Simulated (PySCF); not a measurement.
# How methods differ on the ionisation energy of Ni

Ni [Ar] 3d8 4s2 (3F) → Ni⁺ [Ar] 3d9 (2D), as a difference of total energies. All numbers are calculated (PySCF 2.14, scalar relativity by spin-free X2C-1e, in Sapporo-DKH3-DZP-2012 (6s4p3d1f, 40 functions)). Correlated levels: valence: [Ar] frozen. The calculations carry no spin-orbit coupling.

```csv
method,ionisation energy (eV),difference from reference (eV)
UHF,8.188,+0.548
MN15,6.659,-0.981
BP86,7.824,+0.184
MP2 (valence),6.927,-0.713
SCS-MP2 (valence),7.158,-0.482
```

Reference: 7.640 eV (measured; NIST Atomic Spectra Database, ionization energies).

The reference lies between the lowest fine-structure levels, while these numbers refer to the centres of the terms.

Errors of the correlated levels include the incompleteness of this basis and the frozen core.

MP2 underrates the near-degeneracy of ns² with np² in the lower species.
